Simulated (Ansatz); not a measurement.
A run of Ansatz (development build ahead of 0.2.0) on doublet CeP at this shape:

```xyz
2

Ce    0.0000    0.0000    0.0000
P     0.0000    0.0000    2.3460
```

Its results:

```json
{
  "Converged": "yes",
  "Total energy": "-816.17680 hartree",
  "Spin squared of the determinant": "0.757",
  "Stability test": "minimum"
}
```

Question: Which input gives this output? Name the method, the orbitals and the basis set, and write the input.

Answer: PBE0 (unrestricted) in def2-TZVPP. The basis set brings a core potential for Ce, so the total leaves out those core electrons.

```yaml
crystal:
  periodic: [false, false, false]
  atoms:
    - { symbol: Ce, position_ang: [0.0, 0.0, 0.0] }
    - { symbol: P, position_ang: [0.0, 0.0, 2.346] }
basis:
  gaussian: { orbitals: def2-TZVPP }
magnetization:
  spin_polarized: true
  initial_magnetization: 1
hamiltonian:
  xc: pbe0
```

Caution: other spin multiplicities were not run.
